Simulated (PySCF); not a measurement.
Mapped SMILES: `[N:1]#[C:2][SiH2:3][C:4]#[N:5]`; H(Xn) means a hydrogen on atom n.

How the numbers were obtained: structure optimised with GFN2-xTB, shielding tensors at PBE0/pcSseg-1 (GIAO), in PySCF 2.14.0 with density-fitted response routines (non-relativistic, single conformer, isolated molecule, fast rotation and ring inversion assumed for equivalent nuclei).

δ = σ(ref) − σ, references computed at the same level: TMS for ¹³C and ¹H and ²⁹Si; ¹⁵N against NH3.

| atoms | nucleus | count | δ (ppm) |
| --- | --- | --- | --- |
| N1/N5 | ¹⁵N | 2 | ? |
| C2/C4 | ¹³C | 2 | 118.0 |
| Si3 | ²⁹Si | 1 | ? |
| H(Si3) | ¹H | 2 | 4.70 |

Fill in the missing shifts.

Results:


- N1/N5: 374.2 ppm, nitrile nitrogen
- Si3: -99.4 ppm, silicon bonded to 2 C, 2 H

Shifts are as computed. Against solution values, carbons near 30 ppm lie about +3 ppm off and those near 130 ppm about +5 ppm. Of 1211 compounds with measured shifts, 218 miss one by over three times the rms of a fit or turn the order of signals round; such compounds aren't used in these exercises. Experimental scales use liquid or dissolved standards, which lie at an offset from isolated NH3 (liquid NH3: subtract about 20 ppm). Unscaled 15N shifts of sp2 nitrogen come out 20 to 40 ppm too high even then.
